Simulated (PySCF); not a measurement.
Bonds (- single, = double, # triple, : aromatic): N1#C2 1.160 Å, C2-Si3 1.866 Å, Si3-C4 1.850 Å, C4=C5 1.343 Å, C5-C6 1.502 Å, C6-O7 1.408 Å, O7-Si3 1.671 Å. Si3 carries H8; C4 carries H9; C5 carries H10; C6 carries H11, H12. Stereochemistry as in N#C[Si@@H]1C=CCO1. H12 is cis to C2 on the ring; H11 is trans to C2 on the ring.

Geometry: PBE0-D3(BJ)/def2-SVP; GIAO shifts from PySCF 2.14, gas phase, non-relativistic, averaged over equivalent atoms.

At PBE0/cc-pVDZ (127 basis functions, 17 s wall time on 1 thread of an Arm Neoverse V1, shared host):
```json
{"atoms": "N1", "δ (ppm)": "336.7"}
{"atoms": "C5", "δ (ppm)": "158.6"}
{"atoms": "C4", "δ (ppm)": "118.4"}
{"atoms": "C2", "δ (ppm)": "117.3"}
{"atoms": "C6", "δ (ppm)": "73.0"}
{"atoms": "Si3", "δ (ppm)": "-20.1"}
{"atoms": "O7", "δ (ppm)": "40.6"}
{"atoms": "H10", "δ (ppm)": "7.29"}
{"atoms": "H9", "δ (ppm)": "5.94"}
{"atoms": "H8", "δ (ppm)": "5.31"}
{"atoms": "H12", "δ (ppm)": "4.71"}
{"atoms": "H11", "δ (ppm)": "4.63"}
```

Referencing at the same level of theory: NH3 for $^{15}$N (σ = 273.12 ppm); TMS for $^{13}$C (σ = 196.75 ppm), $^{29}$Si (σ = 418.61 ppm), $^{1}$H (σ = 31.29 ppm); $^{17}$O (σ = 343.34 ppm) vs H2O.

Q: What do these become at wB97X-D/pcSseg-1?

A: 
| atoms | δ at wB97X-D/pcSseg-1 | change |
| --- | --- | --- |
| N1 | 363.5 | +26.8 |
| C5 | 169.2 | +10.6 |
| C4 | 125.3 | +6.9 |
| C2 | 127.0 | +9.7 |
| C6 | 76.0 | +3.0 |
| Si3 | -18.5 | +1.6 |
| O7 | 32.3 | -8.3 |
| H10 | 7.37 | +0.08 |
| H9 | 6.14 | +0.20 |
| H8 | 5.19 | -0.12 |
| H12 | 4.71 | +0.00 |
| H11 | 4.66 | +0.03 |

Shifts are taken against calculated references (same method and geometry level): NH3 for $^{15}$N (263.98 ppm); $^{13}$C (184.54 ppm), $^{29}$Si (352.93 ppm), $^{1}$H (31.38 ppm) against TMS; $^{17}$O (333.19 ppm) vs H2O.

The largest change is at N1 (nitrile nitrogen). Cost: 151 basis functions, 16 s wall time on 1 thread of an Arm Neoverse V1, shared host. The order of the carbon signals changes between the two levels.

Experimental scales use liquid or dissolved standards, which lie at an offset from isolated NH3 (liquid NH3: subtract about 20 ppm) and H2O (liquid H2O: subtract about 36 ppm). Unscaled 15N shifts of sp2 nitrogen often come out too high even then, by a few to some tens of ppm.
